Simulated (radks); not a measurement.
Problem. Species: Re. Configuration: [Xe] 4f14 5d4.5 6s2 5f0.5 (fractional occupations, a model configuration). Calculated with a radial shooting solver on a logarithmic mesh with Libxc functionals: scalar-relativistic Kohn-Sham, LDA (Slater exchange, Perdew-Wang correlation), spin-polarised, spherical densities, finite nucleus; open shells are filled with parallel spins first (spin-orbit coupling, left out, can overturn this in heavy ions); Fermi nuclear charge, rms radius 5.3698 fm. Some entries of the table are withheld. Estimate them.

| orbital | occ. | eigenvalue (Ry) | <r^2> (bohr^2) | <r> (bohr) |
|---|---|---|---|---|
| 1s up | 1 | -5261.103 | 0.0004486 | 0.01805 |
| 1s down | 1 | -5261.103 | 0.0004486 | 0.01805 |
| 2s up | 1 | -912.5985 | 0.006885 | 0.07627 |
| 2s down | 1 | -912.5827 | 0.006885 | 0.07627 |
| 2p up | 3 | -797.0118 | 0.005711 | 0.06836 |
| 2p down | 3 | -796.9987 | 0.005711 | 0.06836 |
| 3s up | 1 | -211.4908 | 0.04465 | 0.1976 |
| 3s down | 1 | -211.4837 | 0.04465 | 0.1976 |
| 3p up | 3 | -177.3926 | 0.04545 | 0.1980 |
| 3p down | 3 | -177.3850 | 0.04545 | 0.1980 |
| 3d up | 5 | -138.5977 | 0.03766 | 0.1793 |
| 3d down | 5 | -138.5863 | 0.03766 | 0.1793 |
| 4s up | 1 | -44.33559 | 0.2195 | 0.4409 |
| 4s down | 1 | -44.31986 | 0.2195 | 0.4409 |
| 4p up | 3 | -33.14134 | 0.2501 | 0.4689 |
| 4p down | 3 | -33.12545 | 0.2500 | 0.4688 |
| 4d up | 5 | -19.07641 | 0.2901 | 0.5004 |
| 4d down | 5 | -19.05703 | 0.2897 | 0.5001 |
| 5s up | 1 | -6.65519 | 1.208 | 1.037 |
| 5s down | 1 | -6.52128 | 1.194 | 1.031 |
| 5p up | 3 | -3.85455 | 1.654 | 1.208 |
| 5p down | 3 | -3.68658 | 1.635 | 1.201 |
| 4f up | 7 | -3.45907 | 0.4221 | 0.5821 |
| 4f down | 7 | -3.42430 | 0.4154 | 0.5784 |
| 5d up | 4.5 | -0.77222 | 3.982 | 1.831 |
| 6s up | 1 | -0.72906 | 9.170 | 2.847 |
| 6s down | 1 | -0.61836 | 10.29 | 3.009 |
| 5d down | 0 | -0.58697 | 4.395 | 1.904 |
| 6p up | 0 | -0.30410 | 17.17 | 3.872 |
| 6p down | 0 | -0.25270 | 20.11 | 4.186 |
| 7s up | 0 | -0.08406 | 99.96 | 9.207 |
| 7s down | 0 | -0.07589 | 116.3 | 9.931 |
| 5f up | 0.5 | (1) | 752.2 | 26.59 |
| 5f down | 0 | (2) | 782.0 | 27.08 |

Solution. 
(1) 5f up eigenvalue (Ry): -0.02185
(2) 5f down eigenvalue (Ry): -0.01895
